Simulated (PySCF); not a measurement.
C3H7BrSi, SMILES Br[SiH](C)C=C. The structure is a stationary point at PBE0-D3(BJ)/def2-SVP. One conformer was computed; it need not be the lowest.

All values below come from PySCF 2.14.0 with PBE0-D3(BJ)/def2-SVP.

Harmonic wavenumbers (cm⁻¹): 82, 136, 167, 172, 219, 352, 425, 501, 644, 684, 737, 763, 837, 897, 1002, 1003, 1032, 1261, 1271, 1415, 1421, 1427, 1691, 2234, 3058, 3135, 3149, 3164, 3179, 3243. Rotational constants (GHz): 2.957, 1.759, 1.202; symmetry number 1.

Work out the zero-point energy and the ideal-gas rigid-rotor harmonic-oscillator thermochemistry at 298.15 K and 1 atm.

ZPE = ½ Σ hcν = ½ × 39300 cm⁻¹ = 56.18 kcal/mol. H − E(el) = 61.55 kcal/mol. Entropy in cal/(mol K): translation 40.95, rotation 28.33, vibration 18.16, total 87.44. G − E(el) = 35.48 kcal/mol. Cp = 27.77 cal/(mol K). Modes under 150 cm⁻¹ make the vibrational entropy uncertain.
